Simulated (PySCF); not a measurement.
# Spinor energies of Xe⁴⁵⁺ (xenon, charge +45)

Start: [He] 2s2 2p5; 2p1/2 filled at m_j = -1/2, +1/2; 2p3/2 filled at m_j = -1/2, +1/2, +3/2. Calculated with PySCF 2.14 in an even-tempered Gaussian basis (17 s from 24 bohr⁻², ratio 2.4; 13 p from 31 bohr⁻², ratio 2.4; 5 d from 110 bohr⁻², ratio 2.6; 4 f from 170 bohr⁻², ratio 2.6): generalised Hartree-Fock with the X2C-1e Hamiltonian and a Gaussian nucleus; one run each with spin-orbit coupling (SO) switched off, then screened by Boettger's factors.

```csv
spinor shell,electrons,"ε, spin-free (eV)","ε, screened SO (eV)",weight of nominal j (screened SO),"rms radius, screened SO (bohr)"
1s1/2,2,-38065.0,-38057.3,1.000,0.0304
2s1/2,2,-8521.2,-8519.0,1.000,0.121
2p1/2,2,-8013.2,-8248.7,0.999,0.103
2p3/2,3,-8013.2,-7905.9,0.999,0.108
```

```
   quantity    spin-free  screened SO
E (hartree)  -5277.23021  -5283.08460
        M_J          3/2          3/2
       ⟨J²⟩        3.750        3.750
       ⟨L²⟩        2.000        2.006
       ⟨S²⟩        0.750        0.756
```

Each row is a mean over spinors that exchange with the open shell spreads, by up to 44.242 eV (2s1/2).

Breit and QED terms are absent; they matter most for the inner s and p1/2 levels.

Densities and radii are taken from the X2C orbitals without a picture-change correction, which distorts them close to the nucleus.

Without spin-orbit coupling the j labels of p, d and f shells carry no meaning; the spin-free column gives the mean over the occupied spinors of each nl shell.
